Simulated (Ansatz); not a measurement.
Geometry optimisation, Ansatz 0.2.0, RKS PBE0/def2-SVP.

The input (input.yaml):

```yaml
crystal:
  periodic: [false, false, false]
  atoms:
    - { symbol: Al, position_ang: [0.171547, 0.573205, -0.117745] }
    - { symbol: O, position_ang: [-0.473789, -1.021311, 2.294328] }
    - { symbol: H, position_ang: [-1.432358, -0.970137, 2.387237] }
    - { symbol: O, position_ang: [1.631155, 0.050377, -0.812904] }
    - { symbol: H, position_ang: [1.702206, -0.538959, -1.565054] }
    - { symbol: H, position_ang: [-1.253013, 0.284161, -0.731212] }
    - { symbol: O, position_ang: [0.330817, 1.631477, 1.267685] }
    - { symbol: Al, position_ang: [0.987346, 2.951685, 2.115629] }
    - { symbol: H, position_ang: [1.149583, 2.792963, 3.68662] }
    - { symbol: H, position_ang: [1.37289, 4.278117, 1.336423] }
    - { symbol: H, position_ang: [-0.177985, -0.110278, 2.528392] }
basis:
  gaussian: { orbitals: def2-SVP }
hamiltonian:
  xc: pbe0
relax:
  f_tol: 0.03
  max_steps: 50
```

Command:

```bash
$ ansatz run input.yaml --threads 4 --pin off --max-ram 5120MiB --backend cpu --events-out ev --progress --plain --runs-dir out
```

Task: Where does it end, and by what steps?

Result: The run converged. After 12 steps the energy has fallen by 0.655 eV; H3 moved furthest, 0.67 Å. Joined: Al1–O2 (2.96 → 2.01 Å).

```csv
step,energy less start (eV),largest force component (eV/Å),accepted
0,0.0000,1.162,yes
1,-0.1624,1.068,yes
2,-0.3656,1.151,yes
3,-0.5558,1.000,yes
4,-0.6211,0.572,yes
5,-0.6048,0.554,no
6,-0.6456,0.115,yes
7,-0.6467,0.197,yes
8,-0.6523,0.064,yes
9,-0.6536,0.087,yes
10,-0.6539,0.132,yes
11,-0.6549,0.061,yes
12,-0.6552,0.029,yes
```

```xyz
11
Properties=species:S:1:pos:R:3
Al 0.088 0.430 0.275
O -0.332 -0.897 1.721
H -1.265 -1.146 1.764
O 1.506 -0.123 -0.515
H 1.510 -0.561 -1.366
H -1.312 0.444 -0.491
O 0.377 1.600 1.530
Al 1.020 3.048 2.135
H 1.212 3.155 3.711
H 1.373 4.255 1.165
H -0.170 -0.283 2.460
```

Whether the end is a true minimum wasn't checked by a vibrational analysis.

Run time: 20 s on 4 threads of Arm Neoverse V1, with other jobs on the host, peak memory 0.24 GiB.
